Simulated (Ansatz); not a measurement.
Species: sum formula AlOH₃ (charge 0, singlet). 
Geometry from a B3LYP-D3(BJ)/def2-TZVP (Ansatz, an electronic-structure program) optimisation:
```
Al
O 1 1.6999
H 2 0.9581 1 124.14
H 1 1.5709 2 115.84 3 -180.00
H 1 1.5789 4 124.38 2 -180.00
```

Quantity: atomisation energy (electronic, to ground-state atoms), in kJ/mol. Correlated levels leave the core frozen unless marked. UHF or UKS for open shells. No spin-orbit coupling. Non-relativistic. The coupled-cluster limit lacks core correlation, which all-electron functionals hold. Basis-set limits of correlation are two-point, X^-3; Hartree-Fock from the larger set (for Q and 5 zeta extrapolated as (X+1)exp(-9√X)).

```json
[
 {"level": "HSE06-D3(BJ)/def2-TZVPD", "program": "Ansatz + dftd3", "atomisation energy (kJ/mol)": "1484.5"},
 {"level": "HSE06/def2-TZVPD", "program": "Ansatz", "atomisation energy (kJ/mol)": "1481.5"},
 {"level": "wB97M-V/def2-TZVPD", "program": "Ansatz", "atomisation energy (kJ/mol)": "1526.6"},
 {"level": "RPA@PBE/cc-pV(T+d)Z", "program": "Ansatz", "atomisation energy (kJ/mol)": "(withheld)"},
 {"level": "CCSD/def2-QZVPPD", "program": "Ansatz", "atomisation energy (kJ/mol)": "1504.2"},
 {"level": "CCSD(T)/CBS(cc-pV(Q+d)Z,cc-pV(5+d)Z)", "program": "Ansatz", "atomisation energy (kJ/mol)": "(withheld)"}
]
```

Question: What belongs in the gaps?

Answer: 
- RPA@PBE/cc-pV(T+d)Z, atomisation energy (kJ/mol): 1431.0
- CCSD(T)/CBS(cc-pV(Q+d)Z,cc-pV(5+d)Z), atomisation energy (kJ/mol): 1537.8
